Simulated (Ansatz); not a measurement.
Ideal-gas functions of `C=[CH][AlH][OH]` at 400 K and 1 bar, from an Ansatz frequency run at PBE0-D4/def2-TZVP.

Molar mass 72.04 g/mol, point group Cs (symmetry number 1), electronic degeneracy 1, moments of inertia 41.265, 130.657, 171.922 u Å². Harmonic wavenumbers (cm⁻¹, unscaled): 105, 124, 333, 338, 393, 544, 579, 618, 706, 867, 1009, 1022, 1066, 1288, 1440, 1645, 1924, 3110, 3126, 3195, 3968.

Use S(trans) = R[1.5 ln M + 2.5 ln T − 1.1517]; rotational temperatures θ = 24.2544 K / I; S(rot) = R[ln(√π/σ · √(T³/θAθBθC)) + 1.5]; for each mode x = 1.438777 ν̃/T, S = R[x/(eˣ − 1) − ln(1 − e⁻ˣ)] and H = RT x/(eˣ − 1); 1 cm⁻¹ = 0.0119627 kJ/mol; R = 8.31446 J/(mol·K).

Task: By hand: the entropy, in J/(mol·K).

Result: Translation 168.3. Rotation: θ = 0.5878, 0.1856, 0.1411 K, giving 109.3. Vibration, mode by mode: 16.46, 15.10, 7.29, 7.18, 6.10, 3.94, 3.57, 3.20, 2.49, 1.58, 1.05, 1.01, 0.89, 0.46, 0.29, 0.16, 0.07, 0.00, 0.00, 0.00, 0.00, in all 70.8. Electronic 0.0. Sum 348.4 J/(mol·K).

Task: By hand: H − E and G − E in kJ/mol, counted from the electronic energy.

Result: Zero-point energy ½ × 27400 × 0.0119627 = 163.9; thermal vibration 15.7; translation, rotation and pV give 4 RT = 13.3. H − E = 192.9 kJ/mol, and G − E = 192.9 − 400 × 348.4/1000 = 53.5 kJ/mol.

Vibration gives 20 % of the entropy, 31.6 J/(mol·K) of it from the modes under 150 cm⁻¹: soft modes count most, and the harmonic formula is weakest for them. The sum counts one conformer and one mirror image; others add a mixing term.
